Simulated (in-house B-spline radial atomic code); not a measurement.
A calculation on Sm: its settings, and results tabulated from the run. Method: scalar-relativistic (X2C) B97-1, spin-polarised, spherical fractional occupations, Fermi nucleus of rms radius 5.0819 fm. Calculated with a B-spline radial code for spherical atoms.

Command:
```bash
python run_scf.py task.json out
```
Settings (nuclear radius in fm, mass in u):
```
Z                62
configuration    [Xe] 4f6 6s2
hamiltonian      x2c
method           b97_1
spin_polarised   True
nucleus          fermi
rms_radius       5.0819
atomic_mass      151.91974
speed_of_light   137.035999084
```

Output (hartree, bohr):
```
 radial grid: 77 intervals, B-splines of order 8, outer radius 50 bohr

 iter        energy (Eh)    residual
    1      -10403.789614    5.98e-01
    2      -10405.331804    8.74e-01
    3      -10425.670722    1.32e-01
    4      -10426.298874    5.36e-02
    5      -10426.383820    3.70e-02
    6      -10426.404442    9.59e-03
    7      -10426.409473    3.89e-03
    8      -10426.410007    6.83e-04
    9      -10426.410022    5.09e-05
   10      -10426.410022    3.25e-06
   11      -10426.410022    2.60e-07

 total energy                    -10426.41002
 kinetic                           11308.5913
 electron-nucleus                 -25557.8750
 Hartree                            4061.4711
 exact exchange                      -49.2515
 exchange-correlation               -189.3460

 orbital      occ     eigenvalue          <r>       <r^2>       <1/r>       r_max
 1s up      1.000     -1714.7745    0.0220451 0.000671416     73.5223     0.01366
 1s down    1.000     -1714.7743    0.0220451 0.000671416     73.5222     0.01366
 2s up      1.000      -281.1295    0.0963461   0.0110209     16.9308     0.08201
 2s down    1.000      -281.1278    0.0963444   0.0110204     16.9311     0.08201
 2p up      3.000      -251.1132    0.0850787    0.008852     15.0722     0.06593
 2p down    3.000      -251.1121     0.085077  0.00885156     15.0723     0.06593
 3s up      1.000       -61.9994     0.254561   0.0741839     6.06513      0.2338
 3s down    1.000       -61.9199      0.25433    0.074045     6.07177      0.2337
 3p up      3.000       -52.5403     0.252863   0.0742121     5.54392       0.229
 3p down    3.000       -52.4579     0.252574   0.0740363     5.55054      0.2289
 3d up      5.000       -39.5404      0.23108   0.0628303     5.21478      0.1877
 3d down    5.000       -39.4686     0.230692   0.0625948     5.22155      0.1875
 4s up      1.000       -12.5448     0.579588    0.379356     2.50225      0.5399
 4s down    1.000       -12.3522     0.579239    0.378814     2.50203      0.5396
 4p up      3.000        -9.4105     0.613349    0.428115     2.26329      0.5632
 4p down    3.000        -9.2098     0.612906     0.42742     2.26326      0.5629
 4d up      5.000        -4.9586     0.672012    0.524385     1.97356      0.5888
 4d down    5.000        -4.7315     0.671935    0.524372     1.97237      0.5882
 5s up      1.000        -1.7155      1.40635     2.22569    0.950671        1.26
 5s down    1.000        -1.6080      1.43214     2.30977    0.928928       1.275
 5p up      3.000        -0.9360      1.64683     3.08531    0.795284       1.427
 5p down    3.000        -0.8572      1.69179     3.26096     0.76989       1.453
 4f up      6.000        -0.1878     0.981064     1.31003     1.37508      0.6167
 6s up      1.000        -0.1459      4.34463      21.461    0.288266       3.662
 6s down    1.000        -0.1396       4.4421     22.4227     0.28157       3.763

 Slater integrals (Eh)
   F0(4f up,4f up)               0.964563
   F2(4f up,4f up)               0.443889
   F4(4f up,4f up)               0.275777
   F6(4f up,4f up)               0.197649
   F0(4f up,6s up)               0.270870
   G3(4f up,6s up)               0.009500
   F0(4f up,6s down)             0.265116
   F0(6s up,6s up)               0.207794
   F0(6s up,6s down)             0.205461
   F0(6s down,6s down)           0.203231
```

Time taken, with all properties: 0.5 s on 1 thread of Intel(R) Xeon(R) 6975P-C, on a shared host.

Caution: exact exchange at fractional occupations of open shells leaves self-interaction of up to several eV.

One-electron X2C: radii and densities carry no picture-change correction, so inner-shell <1/r> comes out high (for 1s by about 2 % at Z = 33, 5 % at 54, 10 % at 75, 30 % at 118) and <r> low.
